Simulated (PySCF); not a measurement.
Problem. What does the PBE0-D3(BJ)/def2-SVP structure of `C=CC[Si@H](C)P` look like in three dimensions?

Solution. 
```xyz
17
C4H11PSi angstrom
C      2.4698   -0.4445   -0.8465
C      1.6497    0.4651   -0.3133
C      0.7095    0.2268    0.8206
Si    -1.0941    0.1154    0.2338
C     -1.3043   -1.3187   -0.9579
P     -1.5681    2.0437   -0.8716
H      2.5355   -1.4604   -0.4428
H      3.1068   -0.2043   -1.7015
H      1.6198    1.4668   -0.7610
H      0.7720    1.0376    1.5672
H      0.9470   -0.7155    1.3436
H     -1.9762   -0.0654    1.4320
H     -1.0507   -2.2703   -0.4644
H     -2.3390   -1.3895   -1.3260
H     -0.6335   -1.1909   -1.8211
H     -1.6094    2.8318    0.3199
H     -2.9783    1.8160   -0.8746
```

Orientation and origin are arbitrary. Atoms count from 1 in this order. Si4 (SiH silicon) is tetrahedral (angles from 107.4° to 111.6°). The 2 C–Si bonds span 1.876 Å (Si4–C5, drawn single) to 1.900 Å (C3–Si4, drawn single), a spread of 0.024 Å. The C–C distances run from 1.336 Å (C1=C2, drawn double) to 1.492 Å (C2–C3, drawn single), a spread of 0.156 Å. P6 (three-coordinate phosphorus) is pyramidal (angles 94.1°, 93.9° and 93.5°, sum 281.5°, 0.86 Å off the plane of its three neighbours).

Bonds between heavy atoms (Å): C1=C2 1.336, C2–C3 1.492, C3–Si4 1.900, Si4–C5 1.876, Si4–P6 2.273.

Computed with PySCF, PBE0-D3(BJ)/def2-SVP geometry optimisation, gas phase.

Point group: C1 (no symmetry element, even within 0.4 Å). Not checked by PBE0-D3(BJ)/def2-SVP frequencies. One conformer, not necessarily the lowest (C1–C2–C3–Si4 -106°, C2–C3–Si4–C5 61°, C3–Si4–P6–H -73° and -167°).

The run took 47 s of wall time on one thread of an Arm Neoverse V1, on a shared host. These figures are those of the optimisation.
